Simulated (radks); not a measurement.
Q: These are the eigenvalues of the occupied orbitals of an atom or ion with whole-number occupations (hartree). Calculated with a radial shooting solver on a logarithmic mesh with Libxc functionals: scalar-relativistic Kohn-Sham, SCAN, spin-polarised, spherical densities, finite nucleus; meta-GGA in the generalised Kohn-Sham scheme; Fermi nuclear charge, rms radius of each element as measured or else 0.836 A^(1/3) + 0.57 fm.

orbital  eigenvalue
1s up     -1558.954
1s down   -1558.951
2s up     -268.2577
2s down   -268.1872
2p up     -241.9969
2p down   -241.9351
3s up     -73.10988
3s down   -73.07421
3p up     -64.72739
3p down   -64.68292
3d up     -53.09384
3d down   -53.02019
4s up     -28.29845
4s down   -28.00140
4p up     -25.33288
4p down   -25.03946
4d up     -21.08985

Which element is it, and in what charge state? The configuration may be excited. Open shells, if any, are filled with parallel spins first.

A: Z = 59, praseodymium, charge +20: Pr20+ in [Kr] 4d3. The list shows which subshells hold electrons but not how many an open one holds; the 1s level, -1559 hartree, gives Z - s = 55.8 by -(Z - s)^2/2, which with screening and relativity narrows Z to a few neighbours, and the depths of the outer levels then fix element, charge and occupations together.
